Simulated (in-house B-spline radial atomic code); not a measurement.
## RPA and G0W0 on LC-wPBE: Pb-

Configuration [Xe] 4f14 5d10 6s2 6p3, highest spin, mean-field start LC-wPBE. Computed with an all-electron radial atomic-structure program (B-spline basis): all electrons, scalar-relativistic (spin-free one-electron X2C), finite nucleus, each spin shell either full or empty, empty states to l = 9 with an (l + 1/2)⁻⁴ tail; G0W0 by contour deformation at full frequency.

The anion's configuration is assumed.

Without the two-electron picture change, the correlation of inner shells comes somewhat too large for so heavy an element.

Spin-orbit coupling, left out, splits p levels strongly here.

Command:
```bash
python run_gw.py task.json out
```
Settings (radii: box in bohr, nucleus in fm):
```
Z                        82
electrons                83
configuration            [Xe] 4f14 5d10 6s2 6p3
hamiltonian              x2c
method                   lc_wpbe
lmax                     9
rms_radius               5.5012
spin_polarised           True
box_radius               60
intervals                73
```

Cost of the run: 14 s on 1 thread of Arm Neoverse V2 (shared host).

Energies (hartree):

```
                                     term         value
                         mean-field total  -20886.01922
Hartree-Fock functional on these orbitals  -20880.12167
                      direct second order       -8.1898
                    second-order exchange        2.0256
                         SOSEX correction        1.9112
```

Question: What is the RPA correlation energy, and what remains with SOSEX?

Answer: RPA gives -7.2065 hartree (-2.36 eV per electron); RPA + SOSEX gives -5.2953, and the second-order doubles -6.1642 hartree (no singles). RPA lacks exchange-type terms and so overcorrelates at short range.

Quasi-particle levels (eV):

```json
{"level": "6p up", "occupied": "yes", "mean field": "-1.610", "Σx - vxc": "0.34", "Σc": "?", "QP weight": "?", "G0W0": "?"}
{"level": "6s down", "occupied": "yes", "mean field": "-8.404", "Σx - vxc": "1.16", "Σc": "-1.17", "QP weight": "0.871", "G0W0": "-8.418"}
```

G0W0 = mean field + (Σx - vxc) + Σc, with Σc (partial-wave tail included) taken at the quasi-particle energy. Only the outer levels were computed. Levels of low weight are left out.

Question: Where does G0W0 put 6p up?

Answer: At -1.582 eV, with Σc = -0.31 eV and a quasi-particle weight of 0.916. The tabulated removal energy is 0.357 eV (electron affinity of the neutral atom); the calculation leaves out spin-orbit coupling, Breit and QED terms, and what these don't explain is the method's own error.
